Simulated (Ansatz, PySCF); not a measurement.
Pulling on the Si1–H2 bond in FHSi (SMILES F[SiH]) (multiplicity 1 held, fragments rigid). Energies count from the point at 1.538 Å.
Geometry at that point (charge 0, multiplicity 1):
```xyz
3

Si    -0.2073    -0.3454     0.4496
H     -1.0031    -1.1949    -0.5558
F      0.4339     0.6700    -0.6376
```

R- and RO- levels are restricted; in cc, def2 and unpolarised 6-31G sets they are followed outwards from rest. U- levels take the lowest unrestricted solution at each point, which mixes spins at long bonds. Curves can end on different states.

Cores are frozen in the correlated methods. Rows in 6-31G* carry no dispersion term and start afresh at each structure (6-31G* with six Cartesian d functions).

Run with Ansatz (a quantum-chemistry and plane-wave program) with Gaussian orbitals; PySCF for 6-31G* rows. 

**Question.** One of these levels gives 292.2 kJ/mol for the energy at R = 4.922 Å. Name it.
(A) U-MP2/cc-pV(T+d)Z
(B) R-r2SCAN/cc-pV(T+d)Z
(C) R-wB97X-V/cc-pV(T+d)Z
(D) R-HF/6-31G*

**Answer.** A, U-MP2/cc-pV(T+d)Z. The others give 640.3 (R-HF/6-31G*), 430.9 (R-r2SCAN/cc-pV(T+d)Z), 559.8 (R-wB97X-V/cc-pV(T+d)Z)

Doubts at one or more of the structures used: a restricted determinant that unrestricted orbitals would lower (R-HF/6-31G*, R-r2SCAN/cc-pV(T+d)Z, R-wB97X-V/cc-pV(T+d)Z); a spin-contaminated determinant (U-MP2/cc-pV(T+d)Z).
